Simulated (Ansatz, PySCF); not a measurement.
Ways to break one bond of Cl[SiH2]Cl [dichlorosilane]:

A. Cl[SiH2]Cl → Cl[SiH]Cl + H atom
B. Cl[SiH2]Cl [dichlorosilane] -> [SiH2]Cl + Cl atom

Quantity: bond dissociation energy (enthalpy at 298 K, with B3LYP-D3(BJ) rigid-rotor harmonic-oscillator terms), kcal/mol. Each molecule is optimised on its own at B3LYP-D3(BJ)/def2-TZVP (Ansatz, a first-principles code). Frequencies are from Ansatz or PySCF. Cores are frozen in the correlated levels unless marked. UHF or UKS for open shells. Spin-orbit coupling is left out. Non-relativistic. CBS(X,Y): correlation extrapolated as X^-3; Hartree-Fock from the larger set. The bracket is a focal-point correction in the basis named.

```csv
,revPBE-D3(BJ)/def2-TZVPD (Ansatz + dftd3),revPBE/def2-TZVPD (Ansatz),MP2/STO-3G (Ansatz),"RI-MP2/CBS(aug-cc-pV(T+d)Z,aug-cc-pV(Q+d)Z)+[CCSD(T)-MP2]/aug-cc-pV(T+d)Z (Ansatz)"
A,83.7,82.9,100.1,[?]
B,105.5,102.7,96.5,[?]
```

Question: What belongs in the gaps?

Answer: 
- A, RI-MP2/CBS(aug-cc-pV(T+d)Z,aug-cc-pV(Q+d)Z)+[CCSD(T)-MP2]/aug-cc-pV(T+d)Z (Ansatz): 93.0
- B, RI-MP2/CBS(aug-cc-pV(T+d)Z,aug-cc-pV(Q+d)Z)+[CCSD(T)-MP2]/aug-cc-pV(T+d)Z (Ansatz): 112.3
